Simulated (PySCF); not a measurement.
[CuF3Cl]2- (charge -2 and doublet state).
Structure used (PBE0-D3(BJ)/def2-SVP), in Å, numbered top down from 1:
```
atom  x, y, z in Å
Cu1    0.0001    0.1325    0.0975
F2     1.7449    0.1305    0.8015
F3     0.0129    1.7738   -0.8297
F4    -1.7482    0.1502    0.7933
Cl5   -0.0097   -2.1870   -0.8626
```

The calculation used PBE0-D3(BJ)/def2-SVP geometry optimisation, gas phase in PySCF 2.14.0.

Q: Which atoms are bound to Cu1, and at what distances?

A: 4 atoms: F2 1.882 Å, F4 1.882 Å, F3 1.885 Å, Cl5 2.510 Å.

Q: List the angles at Cu1.

A: 
| angle | degrees | distance of the outer atoms (Å) |
| --- | --- | --- |
| F2–Cu1–F4 | 136.3 | 3.49 |
| F3–Cu1–Cl5 | 128.1 | 3.96 |
| F3–Cu1–F4 | 100.4 | 2.89 |
| F2–Cu1–F3 | 100.3 | 2.89 |
| F4–Cu1–Cl5 | 98.4 | 3.35 |
| F2–Cu1–Cl5 | 98.4 | 3.35 |

Q: Describe the arrangement about Cu1 in numbers.

A: Angles from 98.4° to 136.3°; τ4 = (360° − α − β)/141° = 0.68 with α and β the two widest (0 for a square, 1 for a tetrahedron).

Q: What are the rotational constants (commonest isotopes, rigid rotor)?

A: A = 2987, B = 1763, C = 1447 MHz: an asymmetric top.

Point group: Cs (every atom within 0.08 Å of its image). Charge -2, doublet. ⟨S²⟩ = 0.752 (exact for a doublet: 0.75). Whether so highly charged an anion holds all its electrons in the gas phase wasn't checked; a finite basis holds them in any case. No counter-ion or solvent screens the charge of this multiply charged ion. The geometry's basis has no diffuse functions, a weakness for an anion. No frequency check.

For an open-shell metal species like this, the optimisation's SCF solution wasn't tested for stability and no frequencies at its level were run, so a lower state or another shape may exist.
